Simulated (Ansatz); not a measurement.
Start from `[CH3][In]([Cl])[I]` and change one atom or group to get `[CH3][In]([Cl])[SeH]`.

Ansatz, PBE0-D4/def2-TZVP geometries, multiplicity 1. Each molecule was computed in one conformer, which needn't be the lowest.

Elements past krypton have def2 core potentials. Scalar relativity is left out up to krypton.

```csv
property,`[CH3][In]([Cl])[I]`
HOMO energy (PBE/def2-TZVPP) / eV,-6.51
size of the dipole moment (B3LYP/def2-TZVPP) / D,3.23
LUMO energy (ωB97M-V/def2-TZVPP) / eV,-0.07
HOMO energy (B3LYP/def2-TZVPP) / eV,-7.39
size of the dipole moment (PBE/def2-TZVPP) / D,3.15
HOMO energy (ωB97M-V/def2-TZVPP) / eV,-9.76
```

Problem. What does the change do to each property? (Estimate.)

Solution. Computed: 
```csv
property,`[CH3][In]([Cl])[SeH]`,shift
HOMO energy (PBE/def2-TZVPP) / eV,-6.20,0.31
size of the dipole moment (B3LYP/def2-TZVPP) / D,2.71,-0.52
LUMO energy (ωB97M-V/def2-TZVPP) / eV,0.22,0.29
HOMO energy (B3LYP/def2-TZVPP) / eV,-7.08,0.31
size of the dipole moment (PBE/def2-TZVPP) / D,2.63,-0.52
HOMO energy (ωB97M-V/def2-TZVPP) / eV,-9.46,0.30
```

With PBE0 the HOMO rises by 0.33 eV and the LUMO rises by 0.45 eV, so the gap widens by about 0.12 eV. PBE moves the HOMO by 0.31 eV and ωB97M-V by 0.30 eV. Dipoles are sizes alone; their direction can turn.

B3LYP here is the variant with VWN-RPA as its local correlation; programs differ in this.

Spin–orbit coupling is left out; it splits and shifts lone-pair levels of the heavy atoms by tenths of an eV.
